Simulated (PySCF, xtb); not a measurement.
isocyanic acid (CHNO), SMILES N=C=O.

GFN2-xTB run with xtb at its own geometry gives an orbital gap of 6.52 eV and a dipole moment of 2.55 D.

Coordinates come from a PBE0-D3(BJ)/def2-TZVP optimisation.

What does B3LYP/def2-TZVPD in PySCF give? (An estimate is asked for; the answer gives what the named calculation found.)

gap 8.26 eV (levels -8.64 and -0.38 eV), dipole 2.09 D.
